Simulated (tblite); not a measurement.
Species: C5H5F2N.
Numbering: `[CH:1]#[C:2][C@H:3]([N:4]=[CH2:5])[CH:6]([F:7])[F:8]` (hydrogens: H9 on C1; H10 on C3; H11, H12 on C5; H13 on C6)

Computed with GFN2-xTB (tblite), gas phase: Langevin dynamics at 200 K from the optimised GFN2-xTB geometry, time step 0.5 fs, friction 0.01 fs⁻¹, 2000 steps. The instantaneous temperature is 2·E(kin)/(3Nk) with all 3N coordinates.

```
t (fs)  T (K)  E(pot) above start (eV)  C1≡C2 (Å)  C2–C3 (Å)  C3–N4 (Å)  N4=C5 (Å)  C3–C6 (Å)  C1–H9 (Å)  C2–C3–N4–C5 (°)
     0    167                    0.000      1.196      1.455      1.442      1.249      1.537      1.049              121
    25    131                    0.155      1.187      1.459      1.433      1.258      1.560      1.058              120
    50    203                    0.151      1.201      1.435      1.434      1.252      1.545      1.038              129
    75    184                    0.171      1.198      1.467      1.428      1.245      1.570      1.074              136
   100    154                    0.291      1.192      1.524      1.426      1.267      1.518      1.036              138
   125    208                    0.199      1.199      1.459      1.416      1.242      1.521      1.061              143
   150    136                    0.284      1.193      1.450      1.442      1.234      1.540      1.051              142
   175    186                    0.366      1.202      1.435      1.462      1.273      1.537      1.060              141
   200    222                    0.204      1.197      1.426      1.422      1.260      1.517      1.045              146
   225    111                    0.381      1.209      1.500      1.450      1.238      1.559      1.027              150
   250    208                    0.323      1.202      1.475      1.432      1.246      1.503      1.064              147
   275    246                    0.350      1.195      1.470      1.471      1.270      1.566      1.032              128
   300    255                    0.281      1.197      1.415      1.390      1.244      1.542      1.071              123
   325    293                    0.228      1.207      1.463      1.414      1.236      1.547      1.041              113
   350    179                    0.501      1.176      1.502      1.436      1.279      1.608      1.054              108
   375    282                    0.311      1.220      1.434      1.426      1.253      1.540      1.045              112
   400    222                    0.333      1.216      1.420      1.470      1.236      1.561      1.042              123
   425    262                    0.335      1.180      1.481      1.493      1.272      1.576      1.063              135
   450    220                    0.311      1.191      1.443      1.457      1.248      1.525      1.026              145
   475    264                    0.309      1.209      1.466      1.447      1.249      1.540      1.076              131
   500    224                    0.307      1.204      1.439      1.484      1.246      1.561      1.021              130
   525    131                    0.388      1.185      1.440      1.429      1.243      1.575      1.075              134
   550    133                    0.296      1.199      1.471      1.438      1.233      1.581      1.027              143
   575    127                    0.230      1.197      1.428      1.492      1.270      1.548      1.075              152
   600    120                    0.142      1.204      1.449      1.454      1.240      1.519      1.040              149
   625     99                    0.179      1.200      1.477      1.422      1.243      1.546      1.062              145
   650    118                    0.130      1.190      1.437      1.440      1.254      1.555      1.043              133
   675    115                    0.176      1.190      1.432      1.467      1.258      1.584      1.046              122
   700    150                    0.215      1.200      1.475      1.470      1.237      1.558      1.054              121
   725    188                    0.114      1.206      1.462      1.445      1.261      1.512      1.036              125
   750    137                    0.185      1.193      1.447      1.436      1.241      1.544      1.068              122
   775    146                    0.244      1.196      1.470      1.456      1.237      1.568      1.029              117
   800    191                    0.304      1.198      1.447      1.440      1.279      1.551      1.074              110
   825    165                    0.322      1.204      1.468      1.421      1.266      1.488      1.051              104
   850    152                    0.281      1.194      1.477      1.455      1.224      1.496      1.040              101
   875    182                    0.230      1.203      1.468      1.444      1.259      1.570      1.069              107
   900    185                    0.218      1.207      1.444      1.441      1.266      1.566      1.036              114
   925    184                    0.300      1.181      1.432      1.420      1.244      1.555      1.066              121
   950    202                    0.305      1.189      1.451      1.411      1.251      1.515      1.034              119
   975    121                    0.430      1.215      1.481      1.438      1.252      1.567      1.074              129
  1000    298                    0.222      1.200      1.467      1.421      1.248      1.549      1.036              134
```

Q: From 500 fs on, how do temperature and potential energy compare with equipartition?

A: The mean temperature of these 21 frames is 160 K against the target 200 K, and the mean potential energy 0.25 eV against 33 × kT/2 = 0.28 eV for 33 classical harmonic modes. For 13 atoms in a canonical ensemble the temperature itself scatters by T·√(2/(3N)) = 45 K; here its standard deviation is 45 K. The whole run lasts only 10 friction times of 100 fs, so these averages carry a wide statistical error.

Q: What are the kinetic and total energies of the listed frame with the highest potential energy?

A: The one at 350 fs, 0.501 eV above the start. Its kinetic energy is 3NkT/2 = 0.301 eV at 179 K, so the sum is 0.80 eV; over the listed frames the sum runs from 0.28 to 0.80 eV, since the thermostat adds and removes energy.

Q: How much do the listed bonds fluctuate from 500 fs on?

A: 
| bond | at the start (Å) | mean (Å) | standard deviation (Å) |
| --- | --- | --- | --- |
| C1≡C2 | 1.196 | 1.198 | 0.008 |
| C2–C3 | 1.455 | 1.455 | 0.017 |
| C3–N4 | 1.442 | 1.444 | 0.021 |
| N4=C5 | 1.249 | 1.250 | 0.013 |
| C3–C6 | 1.537 | 1.548 | 0.026 |
| C1–H9 | 1.049 | 1.050 | 0.018 |

The motion is classical and holds no zero-point motion.

The cost below is that of the whole dynamics run. Hardware: an Arm Neoverse N1 with one thread, shared host with 64 logical CPUs at a one-minute load of 20. Cost: 14 s of wall time, 0.18 GiB resident at most.
